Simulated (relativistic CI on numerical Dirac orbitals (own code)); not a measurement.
**Co²⁺: 3s photoemission**

Computed with this model: Dirac-Coulomb-Breit CI, KLI orbitals optimised for each configuration, QED by a radiative potential, valence Slater integrals scaled by 0.8, multiplet model of photoemission in the sudden approximation; configurations [Ar] 3d7 → [Ne] 3s 3p6 3d7; 80 K; Lorentzian 1.05 eV and Gaussian 0.6 eV FWHM. Energies are those of the free ion, without screening or charge transfer. The energies are binding energies and can lie tens of eV above those of solids. Without intra-shell correlation the exchange splitting of an s hole comes out too large, often by half or more. S is read from ⟨S²⟩ = S(S + 1).

Field parameters in Wybourne normalisation: Oh B⁴₀ = 21Dq, B⁴₄ = √(5/14) B⁴₀. The field is a parameter set, without covalency.

free ion: ground-state S = 1.50, centroid 139.68 eV. Peaks (eV, height): 136.6 (100), 144.8 (59).

Oh, 10Dq = 20400 cm⁻¹: ground-state S = 0.59, centroid 139.92 eV. Peaks (eV, height): 139.0 (100), 143.0 (36).

Strongest unbroadened transitions for free ion:

| Energy (eV) | Relative strength |
| --- | --- |
| 136.59 | 100.0 |
| 136.68 | 14.0 |
| 140.76 | 0.1 |
| 140.82 | 0.1 |
| 144.80 | 50.4 |
| 145.00 | 17.4 |
